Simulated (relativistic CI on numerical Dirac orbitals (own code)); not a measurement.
# Zn2+: calculation against measurement

Method of calculation: Dirac-Coulomb-Breit CI, separate exchange-only KLI orbitals for each configuration, QED by a radiative potential, valence Slater integrals scaled by 0.85, configuration energies shifted to the measured levels that pair with them (semi-empirical) (own radial code, finite nucleus).

CI space (outside the closed core [Ar]): 3d10, 3d9 4s, 3d9 4p, 3d8 4s2, 3d9 4d, 3d9 5s, 3d9 5p, 3d8 4s 4p, 3d9 4f, 3d9 5d, 3d9 5f, 3d9 5g, 3d8 4p2, 3d8 4s 5s. Levels of other configurations are missing.

```tsv
Configuration	Term (tabulated)	J	Measured (cm⁻¹)	Computed	Error	Purity (%)
3d10	1S	0	0.0	0	0	100
3d9 4s	3D	3	78096.3	78096	0	100
3d9 4s	3D	2	79273.6	79274	0	90
3d9 4s	3D	1	80850.2	80780	-70	100
3d9 4s	1D	2	83500.3	83617	117	90
3d9 4p	3P°	2	137866.4	138064	197	98
3d9 4p	3P°	1	140071.0	140140	69	97
3d9 4p	3F°	4	141327.0	141296	-31	100
3d9 4p	3P°	0	141392.5	141393	0	100
3d9 4p	3F°	2	142483.3	142543	59	94
3d9 4p	3D°	3	145966.6	145699	-268	69
3d9 4p	1P°	1	147498.6	148105	607	98
3d9 4p	3D°	1	147571.2	147177	-394	98
3d9 4p	3D°	2	147921.5	147677	-245	56
3d8 4s2	3F	4	190341.3	189795	-546	96
3d8 4s2	3F	3	192763.7	192168	-596	97
3d8 4s2	3F	2	194303.3	193688	-615	95
3d8 4s2	1D	2	208041.3	208041	0	76
3d8 4s2	3P	2	211725.5	212173	448	75
3d8 4s2	3P	1	211920.7	212593	673	91
3d8 4s2	3P	0	212340.3	213002	662	92
3d9 4d	3S	1	214357.0	214956	599	87
3d9 5s	(5/2,1/2)	3	214878.0	214879	1	98
3d9 5s	(5/2,1/2)	2	215340.5	215374	33	57
3d9 4d	3G	5	216607.4	216719	112	100
3d9 4d	3P	2	217073.8	217079	5	68
3d9 4d	3D	3	217655.8	217650	-6	85
3d9 5s	(3/2,1/2)	1	217663.7	217614	-49	90
3d9 5s	(3/2,1/2)	2	217846.8	217847	0	37
3d9 4d	3P	0	218428.0	218423	-5	94
3d9 4d	3G	3	219684.9	219646	-39	62
3d9 4d	3D	1	220006.6	219972	-35	77
3d9 4d	1S	0	230606.0	233551	2945	81
3d9 5p	3P°	2	233610.4	233579	-32	95
3d9 5p	3F°	3	234384.0	234405	21	57
3d9 5p	3F°	4	234576.0	234486	-90	100
3d9 5p	3P°	1	234866.9	234887	20	78
3d9 5p	3D°	3	235623.9	235624	0	82
3d9 5p	3P°	0	236560.0	236403	-157	100
3d9 5p	3F°	2	237047.8	236977	-70	76
3d9 5p	1P°	1	237506.8	237749	242	57
3d9 5p	3D°	1	238205.5	238235	29	73
3d8 4s 4p	5D°	4	240911.0	240950	39	96
3d8 4s 4p	5D°	3	242741.0	242741	0	93
3d8 4s 4p	5D°	2	244248.0	244232	-16	94
```

Measured levels from Sugar and Musgrove, J. Phys. Chem. Ref. Data 24, 1803 (1995); pairs were made by configuration, J and term (by order where the table uses no LS term), so strongly mixed levels may be paired wrongly.

Mean error by configuration (cm⁻¹): 3d9 4s 12; 3d9 4p -1; 3d8 4s2 4; 3d9 4d 447; 3d9 5s -4; 3d9 5p -4; 3d8 4s 4p 8. Over the excited levels the mean absolute error is 231 cm⁻¹ (44 of the 56 excited levels that our extract of the source holds in range could be paired, and the others can miss by more), and the median relative error of those above 1,000 cm⁻¹ is 0.026 %, both after the shifts were fitted to these levels, so that a configuration with one level shows no error.

Configurations whose levels could be paired with our table of measured levels were shifted onto them, all but the ground configuration, by the median error of their levels; single terms can still be off by 1,000 to 2,000 cm⁻¹ or more, and rates follow the energies as ν³ (E1, M1) or ν⁵ (E2). The others borrow a shift and can be off by several thousand cm⁻¹ or more. The fine structure of a lone outer electron comes out too small, for d and f at times inverted, and misplaced configurations move strength between like terms. 44 of the 56 excited levels that our extract of the measured tables holds in this range could be paired (the sources list more); they are missed by 231 cm⁻¹ on average and 2945 at most, after the shifts were fitted to these levels, and levels without a partner can miss by more.

Shifts applied (cm⁻¹): 3d10 0; 3d9 4s 6623; 3d9 4p 8426; 3d8 4s2 10963; 3d9 4d 12216; 3d9 5s 11382; 3d9 5p 11587; 3d8 4s 4p 13967.
